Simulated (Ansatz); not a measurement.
Born–Oppenheimer molecular dynamics of Cl3H5OSi2 (11 atoms, charge 0, multiplicity 1). It starts at the highest image of a converged band. Of that band: Beside the main top the profile has a ripple of under 15 meV (maxima at images 1, 4), which may be a very shallow well or noise. A structure lower than the first end lies on the path between it and the top, so the climb from that side starts below the end, which may itself be a saddle point or a shallow side well. A structure lower than the last end lies on the path between it and the top, so the climb from that side starts below the end, which may itself be a saddle point or a shallow side well. Neighbouring images differ by up to 2.3 eV, so the band resolves the path poorly. A vibrational analysis at the climbing image gives one clearly imaginary mode, 1032i cm⁻¹: a first-order saddle point.

Method: RKS PBE/def2-SVP (Ansatz 0.2.0).

```yaml
ensemble: NVE (velocity Verlet)
time_step: 0.5 fs
steps_asked: 200
starting_velocities_drawn_for: 100 K
seed: 2155
```

First frame:

```xyz
11
Properties=species:S:1:pos:R:3
Si 0.154 -0.399 -0.011
Si 0.267 0.093 2.649
H -0.888 -0.223 3.576
H 1.552 -0.248 3.362
H 0.238 1.575 2.408
Cl 1.974 0.618 -0.132
Cl -1.634 0.694 0.001
Cl 0.046 -1.145 -1.993
O 0.129 -2.112 0.656
H -0.427 -2.814 0.236
H -0.024 -1.520 1.639
```

**Question.** What does the run give?

**Answer.** The run went to its last step.

| Property | Result |
| --- | --- |
| steps done | 200 |
| time covered | 100 fs |
| mean temperature over the second half | 1571 K |
| spread of the potential energy over the second half | 16.9 meV per atom |
| mean potential energy of the second half above the start | -155.6 meV per atom |

The conserved energy stayed within 0.23 meV per atom of its start (net change 0.017 meV per atom), so the integration is sound. The kinetic energy rose, since the run started high on the potential surface and went downhill. It ends in pieces (Cl3HOSi + H4Si), so much of that is their flight and rotation, not heat. A run of 0.1 ps of so small a system gives no equilibrium averages. The orbitals stay closed-shell, which can raise the energy where a bond breaks towards radicals; this wasn't checked here.

**Question.** What happens to the structure?

**Answer.** Between its relaxed ends the band would form Si1–O9, Si2–H11 and break Si1–Si2, O9–H11. These pairs go: Si1–O9 1.84 → 1.61 Å, Si2–H11 1.93 → 1.67 Å, Si1–Si2 2.71 → 5.13 Å, O9–H11 1.16 → 4.29 Å. In the last frame they stand as after the step (other bonds may differ from the relaxed reactants and products). It ends as Cl3HOSi + H4Si. Pairs count as bonded within 1.25 times the sum of covalent radii (0.12 Å more for H–H). This is one draw of velocities; another would differ in detail.

**Question.** How do temperature and energy run in time?

**Answer.** 
```json
{"time (fs)": "0", "T (K)": "100", "potential energy less start (eV)": "0.000", "conserved less start (meV/atom)": "0.00"}
{"time (fs)": "8", "T (K)": "102", "potential energy less start (eV)": "-0.002", "conserved less start (meV/atom)": "0.02"}
{"time (fs)": "16", "T (K)": "440", "potential energy less start (eV)": "-0.396", "conserved less start (meV/atom)": "-0.06"}
{"time (fs)": "24", "T (K)": "690", "potential energy less start (eV)": "-0.685", "conserved less start (meV/atom)": "0.07"}
{"time (fs)": "32", "T (K)": "1028", "potential energy less start (eV)": "-1.081", "conserved less start (meV/atom)": "-0.15"}
{"time (fs)": "40", "T (K)": "1345", "potential energy less start (eV)": "-1.449", "conserved less start (meV/atom)": "-0.09"}
{"time (fs)": "48", "T (K)": "1419", "potential energy less start (eV)": "-1.536", "conserved less start (meV/atom)": "-0.11"}
{"time (fs)": "56", "T (K)": "1667", "potential energy less start (eV)": "-1.825", "conserved less start (meV/atom)": "-0.13"}
{"time (fs)": "64", "T (K)": "1801", "potential energy less start (eV)": "-1.979", "conserved less start (meV/atom)": "-0.06"}
{"time (fs)": "72", "T (K)": "1740", "potential energy less start (eV)": "-1.909", "conserved less start (meV/atom)": "-0.14"}
{"time (fs)": "80", "T (K)": "1696", "potential energy less start (eV)": "-1.858", "conserved less start (meV/atom)": "-0.05"}
{"time (fs)": "88", "T (K)": "1489", "potential energy less start (eV)": "-1.618", "conserved less start (meV/atom)": "-0.13"}
{"time (fs)": "96", "T (K)": "1440", "potential energy less start (eV)": "-1.560", "conserved less start (meV/atom)": "-0.03"}
```

The run took 5.6 min on 4 threads of Arm Neoverse V1, on a shared host, peak memory 0.2 GiB.
